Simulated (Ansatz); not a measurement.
Two members of one family (Si6H12 nanocrystal and its variants), computed with Ansatz in the gas phase. The two geometries come from different levels. HOMO and LUMO are taken over both spins. Binding counts from free atoms in the multiplicity of their measured ground term, without zero-point energy. The structures are stationary points that may keep the symmetry of their start.

First: Si6H12, rod (singlet, charge 0, B3LYP-D4/def2-SVP geometry).

```csv
atom,x (Å),y (Å),z (Å)
Si1,1.4227,1.6621,0.5342
Si2,0.8299,-1.7038,-1.2156
Si3,-2.1430,0.5759,-0.3810
Si4,-0.8311,1.7018,1.2182
Si5,-1.4234,-1.6613,-0.5340
Si6,2.1443,-0.5736,0.3776
H7,2.2795,2.4305,1.4884
H8,1.5295,2.3013,-0.8130
H9,1.3037,-3.1111,-1.3912
H10,0.9511,-0.9999,-2.5293
H11,-3.5921,0.6430,-0.0193
H12,-1.9583,1.2357,-1.7090
H13,-0.9511,0.9913,2.5287
H14,-1.3058,3.1072,1.3992
H15,-1.5335,-2.2979,0.8141
H16,-2.2802,-2.4297,-1.4882
H17,1.9650,-1.2330,1.7077
H18,3.5929,-0.6387,0.0123
```

| level | HOMO (eV) | LUMO (eV) | gap (eV) | binding per atom (eV) |
| --- | --- | --- | --- | --- |
| PBE-D4/def2-SVP | -6.85 | -1.38 | 5.47 | 3.03 |
| PBE-D4/def2-TZVP | -6.79 | -1.57 | 5.23 | 3.04 |
| PBE0-D4/def2-SVP | -7.89 | -0.67 | 7.22 | 3.03 |
| PBE0-D4/def2-TZVP | -7.79 | -0.81 | 6.97 | 3.05 |
| HSE06-D4/def2-TZVP | -7.40 | -1.18 | 6.22 | 3.05 |

Second: Si6H11, rod, one cap removed (doublet, charge 0, PBE-D4/def2-SVP geometry).

Cartesian coordinates in Å:
```
Si 1.8980 1.1185 0.8030
Si -0.3753 -2.1167 0.9356
Si -0.7098 0.4206 -1.9086
Si 0.2944 2.1089 -0.6096
Si -1.9049 -1.0220 -0.4811
Si 0.8157 -0.4862 2.1154
H 2.5449 2.1474 1.6943
H 2.9768 0.4992 -0.0560
H -1.0871 -3.0240 1.9064
H 0.5404 -2.9687 0.0855
H -1.6184 1.0156 -2.9554
H 0.3687 -0.3661 -2.6099
H -0.7624 2.7778 0.2312
H 0.9380 3.1522 -1.4887
H -2.8612 -0.2087 0.3532
H -2.7008 -2.0264 -1.2763
H 1.6431 -1.0213 3.2610
```

What does the change do? Estimate second minus first.


```csv
level,Δ HOMO (eV),Δ LUMO (eV),Δ gap (eV),Δ binding per atom (eV)
PBE-D4/def2-SVP,1.71,-2.32,-4.03,-0.04
PBE-D4/def2-TZVP,1.63,-2.18,-3.81,-0.04
PBE0-D4/def2-SVP,1.70,-2.21,-3.92,-0.04
PBE0-D4/def2-TZVP,1.62,-2.07,-3.69,-0.04
HSE06-D4/def2-TZVP,1.62,-2.08,-3.71,-0.04
```
